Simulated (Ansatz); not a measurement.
Job for Ansatz (a first-principles code): R-CCSD(T)/def2-TZVPP on CH4OSn (SMILES [CH3][Sn][OH]). Elements past Kr take the def2 small-core potentials; no spin–orbit coupling. The run froze 11 orbitals, filled d shells among them.

Ansatz 0.2 input:
```yaml
crystal:
  periodic: [false, false, false]
  atoms:
    - {symbol: C, position_ang: [-0.96502879, 0.01265214, -0.00684309]}
    - {symbol: Sn, position_ang: [0.70406530, 1.40290937, -0.45422416]}
    - {symbol: O, position_ang: [2.14782030, 0.08499326, -0.02174826]}
    - {symbol: H, position_ang: [-0.88612585, -0.87000669, -0.64785405]}
    - {symbol: H, position_ang: [-1.94268269, 0.47090856, -0.16193336]}
    - {symbol: H, position_ang: [-0.89445082, -0.31854547, 1.03314290]}
    - {symbol: H, position_ang: [1.83640256, -0.78291115, 0.25946002]}
basis:
  gaussian:
    orbitals: def2-TZVPP
magnetization: {spin_polarized: false}
correlation: {method: ccsd_t, electrons: outside_noble_gas}
scf: {lower_state_search: off}
```

The log:

```
WARN ansatz: RAYON_NUM_THREADS=1 ignored (pool sized by the plan → 1); use --threads N
Functional definition: HF
these checks for a lower state are left out or cut short: stability, starts, cluster_reference, orbital_swaps, neighbouring_geometries, increment
integrals: 0.49 GiB planned
1171 factors; integrals over basis functions are off by at most 9.9e-4 eV
mean field: 0.47 GiB planned
mean field evaluation 1: about -8933.1218 eV, gradient 4.8e1 eV
mean field evaluation 2: about -8933.2242 eV, gradient 4.8e1 eV
mean field evaluation 4: about -8938.1409 eV, gradient 4.4e0 eV
mean field evaluation 8: about -8938.2300 eV, gradient 4.0e-1 eV
mean field -8938.23138865 eV, -328.4739449821 hartree, gradient 9.8e-6 eV, S^2 0.000000; 0 other end points of the search recorded, 0 dependent functions left out
11 core orbitals not correlated
reference -8938.23138865 eV, -328.4739449821 hartree; 9, 9 occupied and 148, 148 virtual orbitals, 1171 factors
second order -14.04410717 eV of doubles, -0.00000000 eV of singles
coupled cluster: 1.29 GiB planned
cycle   1  -14.20011154 eV  change   -1.6e-1 eV  update   9.9e-2
cycle   2  -14.55884574 eV  change   -3.6e-1 eV  update   3.5e-2
cycle   3  -14.67789490 eV  change   -1.2e-1 eV  update   2.1e-2
cycle   4  -14.67026386 eV  change    7.6e-3 eV  update   5.9e-3
cycle   5  -14.66727583 eV  change    3.0e-3 eV  update   3.2e-3
cycle   6  -14.66823031 eV  change   -9.5e-4 eV  update   1.2e-3
cycle   7  -14.66785274 eV  change    3.8e-4 eV  update   5.4e-4
cycle   8  -14.66779136 eV  change    6.1e-5 eV  update   1.5e-4
cycle   9  -14.66787292 eV  change   -8.2e-5 eV  update   5.2e-5
cycle  10  -14.66787136 eV  change    1.6e-6 eV  update   1.8e-5
perturbative correction -0.56804460 eV, -0.0208752540 hartree
Total energy: -8953.46730461 eV, -329.0338545664 hartree
Checks for a lower state left out: stability, starts, cluster_reference, orbital_swaps, neighbouring_geometries, increment
```

The run converged.

Cost: around 40 core-seconds (rough).
